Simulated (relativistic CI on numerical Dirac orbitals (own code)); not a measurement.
Method of calculation: Dirac-Coulomb-Breit CI, separate exchange-only KLI orbitals for each configuration, model QED (radiative potential, 1s self-energy scaled to tabulated hydrogen-like ionisation energies), unscaled Slater integrals (own radial code, finite nucleus).

The strongest absorption lines from the ground level of an ion, among the configurations computed and to levels below about 19800 eV (vacuum wavelength in Å, gf): 0.6308 (0.089), 0.6411 (0.063), 0.7200 (3.1e-05), 0.8129 (0.3), 0.8454 (4.4e-05), 0.8552 (0.27), 4.3685 (0.32), 49.140 (0.0082).

Q: Which ion is it?
A. Bk93+
B. Bi81+
C. Bi79+
D. Bi77+

A: C. Bi79+ has 4 electrons and the ground level 2s2 1S_0; the strongest line goes to 2s.2p 1P°_1. The pattern of lines fixes the number of electrons, and along that sequence the line energies rise steadily with the charge (about as its square where n changes within one kind of shell, about linearly where n is kept but much faster in heavy ions where fine structure, which grows about as Z⁴, sets the gap, and irregularly where shells cross), which fixes Z. Configurations outside the model, such as inner-shell arrays, can give stronger lines. At this charge energies of transitions that change n are usually good to better than 1 %, and those within a shell (Δn = 0) to a few per cent.

LS names give the leading component of a level, which can be under half, so a name can repeat, a term be missing and a line seem to break the LS rules.
